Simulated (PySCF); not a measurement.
# Excitation energy of Pm(2+) by level of theory

Pm(2+) [Xe] 4f5 (high-spin determinant) → Pm(2+) [Xe] 4f4 6s1 (high-spin determinant), as a difference of total energies. All numbers are calculated (PySCF 2.14, the spin-free X2C one-electron Hamiltonian (Gaussian nucleus), in cc-pVDZ-X2C (8s7p5d3f1g, 84 functions)). Correlated levels: valence: [Kr] 4d10 frozen; valence and next inner shell: [Ar] 3d10 frozen. The calculations carry no spin-orbit coupling.

```
                                method  excitation energy (eV)
                                   UHF                   2.721
                                   LDA                   5.384
                                   PBE                   5.134
                                  PBE0                   4.772
                                r2SCAN                   4.935
                         MP2 (valence)                   3.761
                     SCS-MP2 (valence)                   3.275
    MP2 (valence and next inner shell)                   3.848
SCS-MP2 (valence and next inner shell)                   3.312
```

**Question.** How much does correlation contribute at MP2 (valence and next inner shell)?

**Answer.** 3.848 − (2.721) = 1.127 eV, measured against UHF.

A first-order spin-orbit estimate (lowest level to lowest level, LS coupling) adds -0.117 eV.

The basis was made for the ground configuration and has no added diffuse functions, so the excitation energy can come out too high.

The determinant of the upper state and of the lower state mixes LS terms, which raises its energy above the lowest term, most at the Hartree-Fock and MP2 levels.
